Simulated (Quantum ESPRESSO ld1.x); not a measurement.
Results of a calculation; reference values are marked as such.
All-electron atom: Si+ in [Ne] 3s2 3p1 (the NIST ground configuration). Level of theory: non-relativistic Kohn-Sham, LDA (Slater exchange, Perdew-Zunger correlation), spin-polarised, spherical densities, point nucleus; open shells are filled with parallel spins first (ld1.x of Quantum ESPRESSO 7.5).

Unscreened Slater integrals over Kohn-Sham orbitals (cm^-1). They are taken over the spin-up orbitals.

F0(3p,3p): 81474
F2(3p,3p): 41297
F0(3p,3s): 87954
G1(3p,3s): 57607
F0(3p,2p): 111190
F2(3p,2p): 16847
G0(3p,2p): 6915.9
G2(3p,2p): 6671.7
F0(3p,2s): 110280
G1(3p,2s): 5355.7
F0(3s,3s): 96353
F0(3s,2p): 128330
G1(3s,2p): 9021.7
F0(3s,2s): 127530
G0(3s,2s): 7178.8
F0(2p,2p): 375130
F2(2p,2p): 171760
F0(2p,2s): 358690
G1(2p,2s): 213560
F0(2s,2s): 348040

Derived for the open shells (J is the average intra-shell exchange parameter used in DFT+U). 3p: J = F2/5 = 8259 cm^-1.
